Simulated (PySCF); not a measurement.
# The potential of point charges around `C=C(C)[SiH2]NC=O`

Species: `C=C(C)[SiH2]NC=O`. Coordinates (GFN2-xTB, Å) and charges (e) from the PBE0/pcSseg-1 density (PySCF):

| atom | x | y | z | Mulliken | IAO | Hirshfeld | ESP-fitted |
| --- | --- | --- | --- | --- | --- | --- | --- |
| C1 | -1.207 | 1.556 | 0.169 | -0.1030 | -0.3073 | -0.1040 | -0.5222 |
| C2 | -1.123 | 0.236 | 0.065 | -0.5956 | -0.2495 | -0.0811 | +0.0966 |
| C3 | -2.354 | -0.615 | 0.132 | -0.1926 | -0.4198 | -0.1173 | -0.4380 |
| Si4 | 0.469 | -0.740 | -0.218 | +0.8294 | +0.8829 | +0.3684 | +0.4319 |
| N5 | 1.796 | 0.380 | 0.060 | -0.6133 | -0.6049 | -0.1962 | -0.5972 |
| C6 | 3.015 | -0.133 | -0.147 | +0.4065 | +0.3164 | +0.1378 | +0.5315 |
| O7 | 3.175 | -1.274 | -0.504 | -0.4394 | -0.4762 | -0.2657 | -0.5104 |
| H8 | -0.344 | 2.199 | 0.114 | +0.0933 | +0.1302 | +0.0373 | +0.1791 |
| H9 | -2.151 | 2.061 | 0.313 | +0.1108 | +0.1439 | +0.0452 | +0.2073 |
| H10 | -2.289 | -1.297 | 0.978 | +0.1307 | +0.1523 | +0.0468 | +0.1291 |
| H11 | -3.255 | -0.014 | 0.234 | +0.1152 | +0.1447 | +0.0468 | +0.1460 |
| H12 | -2.433 | -1.222 | -0.767 | +0.1297 | +0.1500 | +0.0474 | +0.1291 |
| H13 | 0.537 | -1.201 | -1.603 | -0.0714 | -0.1208 | -0.0736 | -0.0557 |
| H14 | 0.591 | -1.821 | 0.760 | -0.0854 | -0.1258 | -0.0749 | -0.0573 |
| H15 | 1.710 | 1.333 | 0.370 | +0.2042 | +0.2745 | +0.1331 | +0.3162 |
| H16 | 3.856 | 0.560 | 0.031 | +0.0809 | +0.1094 | +0.0498 | +0.0140 |

Points outside the species (Å): A (0.3, 4.4, 3.7); B (6.8, -2.2, -4.1); C (-4.9, -3.4, -3.1).

Problem. Find the potential V = 14.3996 V·Å × Σ q/r of each set of charges at these points.

Solution. In volts:

```csv
point,nearest atom,distance (Å),Mulliken,IAO,Hirshfeld,ESP-fitted
A,H8,4.26,+0.024,+0.139,+0.124,+0.197
B,O7,5.19,-0.161,-0.226,-0.150,-0.235
C,H12,4.03,+0.133,+0.098,+0.043,+0.054
```

Problem. How far are the other sets from the ESP-fitted one at these points?

Solution. Root-mean-square difference: IAO 0.042 V, Hirshfeld 0.065 V, Mulliken 0.118 V. The ESP scheme is a least-squares fit of atom-centred charges to the potential on four shells outside the van der Waals surface, with the total charge fixed.

Problem. What energy would a point charge of -1 e have at B in the field of the ESP charges, leaving out polarisation?

Solution. +0.235 eV = +22.7 kJ/mol, a repulsion.

One conformer (not necessarily the lowest) at the GFN2-xTB geometry, without solvent, vibrations or thermal averaging.

Shape of the structure used: `[CH2:1]=[C:2]([CH3:3])[SiH2:4][NH:5][CH:6]=[O:7]`: C1–C2–Si4–N5 13°, C2–Si4–N5–C6 -178°, Si4–N5–C6–O7 0°.
